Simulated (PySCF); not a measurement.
C$_{4}$H$_{15}$NSi$_{2}$ (SMILES C[SiH](C)CC[SiH2]N), singlet, at a GFN2-xTB geometry, atoms displaced at random by about 0.08 Å a coordinate; PySCF with PBE/STO-3G, gradient.

Here is a job for PySCF.
```python
from pyscf import gto, scf, dft

mol = gto.M(
    atom='''
Si   -1.449768    0.191079   -0.044270
C    -3.051310    0.809313    0.631085
C    -1.290928   -1.517023    0.821028
C     0.110747    1.225785    0.040372
C     1.025816    1.189270   -0.781936
Si    2.246912   -0.533541   -0.903490
N     2.340258   -0.877928    0.929620
H    -1.631683   -0.177716   -1.663873
H    -2.990203    1.058263    1.576851
H    -3.982674    0.175512    0.403813
H    -3.268418    1.802427    0.041756
H    -0.312589   -2.043048    0.440339
H    -2.158250   -2.177433    0.544630
H    -1.120868   -1.535663    1.898967
H    -0.457451    2.176164    0.057567
H     0.383996    1.082019    1.226629
H     0.662424    1.412859   -1.629250
H     1.836657    1.992712   -0.464879
H     3.494044   -0.200449   -1.416318
H     1.364906   -1.449951   -1.564346
H     1.640632   -0.891644    1.460075
H     2.909774   -1.680495    1.130096
''',
    basis='sto-3g',
    charge=0,
    spin=0,
    verbose=3,
)

mf = dft.RKS(mol)
mf.xc = 'pbe'
mf.kernel()
g = mf.nuc_grad_method()
grad = g.kernel()
```

What the program printed (banner, timings and long lists left out):

```
converged SCF energy = -785.033330832162
--------------- RKS gradients ---------------
         x                y                z
0 Si     0.0085377435     0.0853875106     0.0711922025
1 C     0.0483036148    -0.0253252963     0.1608962935
2 C    -0.0442442282     0.0242932540     0.0372782871
3 C     0.3076349319    -0.0060626750    -0.3596006702
4 C    -0.4162993239     0.0555076148     0.0921290970
5 Si     0.0903125042    -0.0537262008    -0.0955019784
6 N    -0.2027264417    -0.0307994105     0.2065055835
7 H    -0.0030726190    -0.0156455679    -0.0625425246
8 H    -0.0024216975    -0.0279568061    -0.1277793997
9 H    -0.0331694642    -0.0096563644    -0.0107068331
10 H    -0.0036946847     0.0321152647    -0.0257419888
11 H     0.0382238971    -0.0150022531    -0.0063723883
12 H    -0.0122916528    -0.0083303005    -0.0074905600
13 H     0.0106724548    -0.0083074301    -0.0122018538
14 H    -0.0100612522    -0.0184176049    -0.0029550427
15 H     0.0043743764    -0.0105533132     0.0591381780
16 H     0.0458570873    -0.0406444786     0.1764341208
17 H     0.0242342057     0.0256714607     0.0255927927
18 H    -0.0332546182     0.0008148458     0.0166546343
19 H    -0.0030991720     0.0165496575     0.0154918783
20 H     0.2111218871    -0.0002667725    -0.1395993075
21 H    -0.0249441976     0.0303823642    -0.0108394709
----------------------------------------------
```
